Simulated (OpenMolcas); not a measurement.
**Si I: effect of the basis set**

| Quantity | Value |
| --- | --- |
| Program | OpenMolcas 26.06 |
| Method | SS-CASPT2, IPEA 0.25 Eh, imaginary shift 0.1 Eh (closed shells correlated: 2s 2p 3s) |
| Active space | 2 electrons in 3 orbitals (3p) |
| State averaging | 2S+1 = 3 even, 3 roots; 2S+1 = 1 even, 6 roots |
| Spin-orbit coupling | state interaction with AMFI integrals over the reference wave functions, term energies averaged over their components |

A. ANO-RCC-VDZP [4s3p1d], DKH2, point nucleus; CASPT2 step of the order of 1.2 core-seconds
B. ANO-L-VTZP [5s4p2d1f], non-relativistic, point nucleus; CASPT2 step about 1.3 core-seconds
C. ANO-RCC-VTZP [5s4p2d1f], DKH2, point nucleus; CASPT2 step roughly 0.6 core-seconds
D. ANO-R2 [5s4p3d1f], X2C, finite nucleus; CASPT2 step about 0.7 core-seconds
E. ANO-RCC-VQZP [6s5p3d2f1g], DKH2, point nucleus; CASPT2 step about 0.9 core-seconds
F. ANO-R3 [6s5p4d2f1g], X2C, finite nucleus; CASPT2 step roughly 1.6 core-seconds

Energies in cm-1 above 3s2 3p2 3P0, the measured ground level; measured values from NIST Handbook of Basic Atomic Spectroscopic Data.

| Level | A | B | C | D | E | F | Measured |
| --- | --- | --- | --- | --- | --- | --- | --- |
| 3s2 3p2 3P0 | 0.0 | 0.0 | 0.0 | 0.0 | 0.0 | 0.0 | 0.0 |
| 3s2 3p2 3P1 | 66.3 | 66.5 | 67.6 | 67.1 | 67.0 | 66.7 | 77.1 |
| 3s2 3p2 3P2 | 194 | 194 | 197 | 196 | 195 | 195 | 223 |
| 3s2 3p2 1D2 | 7570 | 6500 | 6350 | 6650 | 5970 | 6270 | 6299 |
| 3s2 3p2 1S0 | 17390 | 15760 | 15440 | 16370 | 14880 | 15450 | 15394 |

Deviations, from unrounded energies. A percentage is the sum of absolute deviations over the sum of measured energies, with the sign that they share, or ± where signs differ.

| Against measurement | Levels | A | B | C | D | E | F |
| --- | --- | --- | --- | --- | --- | --- | --- |
| mean absolute deviation (cm-1) | 4 | 830 | 150 | 31 | 340 | 220 | 31 |
| fine structure of the ground term (%) | 2 | -13.3 | -13.1 | -11.9 | -12.4 | -12.6 | -13.0 |
| other terms of the ground configuration (%) | 2 | +15.1 | +2.6 | +0.4 | +6.1 | -3.9 | ±0.4 |

C, F lie about equally close to measurement and A furthest from it. The largest miss of F in the table is 3s2 3p2 1S0, by +56 cm-1. The ranking rests on the paired levels alone, and a cruder setting can come out closer through cancelling errors.

The two smallest mean deviations differ by little beside CASPT2's spread within terms, so their order carries little weight.

Among A to F the level of the table that moves most is 3s2 3p2 1S0, by 2500 cm-1 (lowest in E, highest in A). Moves below CASPT2's spread within the term are not significant.

CASPT2 does not keep the components of a term degenerate, so their means are used; among the terms shown or strongly mixed into the levels shown the widest spread is 260 cm-1 (3s2 3p2 1D, B). With the s shell closed, the reference lacks s² → p² mixing. Some terms miss by over 15 % even with CASPT2, which points to a basis or an active space too small for the shells correlated (holds for A). Measured partners are found by configuration, term and J. A level has none where our copy of the source lacks it or the pairing is in doubt (some pairs that miss far off the trend of their configuration count as doubtful), and it then counts in no deviation. Levels of configurations outside the active space are missing.
